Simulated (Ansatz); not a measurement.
Start from `[SiH3][CH2][AlH][TeH]` and change one atom or group to get `C=[CH][AlH][CH2][SiH3]`.

Ansatz, PBE0-D4/def2-TZVP geometries, multiplicity 1. Each molecule was computed in one conformer, which needn't be the lowest.

Elements past krypton have def2 core potentials.

```tsv
property	`[SiH3][CH2][AlH][TeH]`
size of the dipole moment (ωB97M-V/def2-TZVPP) / D	1.40
HOMO energy (PBE0/def2-TZVPP) / eV	-6.76
size of the dipole moment (PBE/def2-TZVPP) / D	1.19
HOMO energy (ωB97M-V/def2-TZVPP) / eV	-8.79
size of the dipole moment (B3LYP/def2-TZVPP) / D	1.26
HOMO–LUMO gap (PBE/def2-TZVPP) / eV	3.72
```

Problem. Give the same properties after the change, and the shifts. (Estimate.)

Solution. The calculation gave: 
```csv
property,`C=[CH][AlH][CH2][SiH3]`,shift
size of the dipole moment (ωB97M-V/def2-TZVPP) / D,1.13,-0.27
HOMO energy (PBE0/def2-TZVPP) / eV,-7.86,-1.10
size of the dipole moment (PBE/def2-TZVPP) / D,1.16,-0.03
HOMO energy (ωB97M-V/def2-TZVPP) / eV,-10.05,-1.26
size of the dipole moment (B3LYP/def2-TZVPP) / D,1.13,-0.13
HOMO–LUMO gap (PBE/def2-TZVPP) / eV,4.27,0.55
```

With PBE0 the HOMO falls by 1.10 eV and the LUMO falls by 0.15 eV, so the gap widens by about 0.95 eV. PBE moves the HOMO by -0.83 eV and ωB97M-V by -1.26 eV. Dipoles are sizes alone; their direction can turn.

B3LYP here is the variant with VWN-RPA as its local correlation; programs differ in this.

Spin–orbit coupling is left out; it splits and shifts lone-pair levels of the heavy atoms by tenths of an eV.
